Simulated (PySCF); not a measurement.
**Worked example: chemical shift, span and skew from a shielding tensor**

C₃H₄O₂Si, SMILES C=C1OC(=O)[SiH2]1. Atoms are numbered in the order given.

```xyz
10

C      0.6056    -2.3212     0.0000
C      0.2101    -1.0526     0.0000
O      1.1105     0.0197     0.0000
C      0.2953     1.1445     0.0000
O      0.7085     2.2538     0.0000
Si    -1.3167     0.0520     0.0000
H      1.6668    -2.5842     0.0000
H     -0.1324    -3.1243     0.0000
H     -2.1592     0.0844     1.2271
H     -2.1592     0.0844    -1.2271
```

The structure is a stationary point at PBE0-D3(BJ)/def2-SVP. The structure was generated by enumeration, and PubChem lists no compound with its InChIKey, so it may never have been made.

GIAO shieldings from PySCF with PBE/pcSseg-1, non-relativistic, no solvent. The symmetric part of the tensor of C4 has the principal values -89.3, 55.8, 59.9 ppm. The same nucleus in TMS has σ = 182.0 ppm at this level (PySCF, at its B3LYP-D3(BJ)/def2-TZVP geometry).

### Question
Work out the isotropic shielding, the ¹³C shift against TMS, the span and the skew.

### Answer

σ(iso) = (σ11 + σ22 + σ33)/3 = 8.8 ppm. δ = σ(ref) − σ(iso) = 182.0 − (8.8) = 173.2 ppm.
Span Ω = σ33 − σ11 = 149.2 ppm. Skew κ = 3(σ(iso) − σ22)/Ω = -0.95. Tumbling in solution averages the tensor to δ; in a static solid the shielding alone would spread this spin-1/2 line over Ω.
